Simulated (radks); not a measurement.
Removal energies from the gadolinium ion Gd13+, [Kr] 4d10 4f(5/2: 3, 7/2: 0) 5s2, by Delta-SCF beside the eigenvalue of the level emptied. All-electron calculation, Dirac Kohn-Sham, BLYP, spin-unpolarised, spherical densities, finite nucleus; Fermi nuclear charge, rms radius of each element as measured or else 0.836 A^(1/3) + 0.57 fm. Program: a radial shooting solver on a logarithmic mesh with Libxc functionals. Sub-shells are occupied by j as written (lower j first in brackets).

| removed from | final configuration | Delta-SCF (eV) | -eigenvalue (eV) |
|---|---|---|---|
| 4f5/2 | [Kr] 4d10 4f(5/2: 2, 7/2: 0) 5s2 | 266.00 | 249.93 |
| 5s1/2 | [Kr] 4d10 4f(5/2: 3, 7/2: 0) 5s1 | 266.35 | 256.34 |
| 4d5/2 | [Kr] 4d(3/2: 4, 5/2: 5) 4f(5/2: 3, 7/2: 0) 5s2 | 408.96 | 392.17 |
| 4d3/2 | [Kr] 4d(3/2: 3, 5/2: 6) 4f(5/2: 3, 7/2: 0) 5s2 | 415.42 | 398.46 |
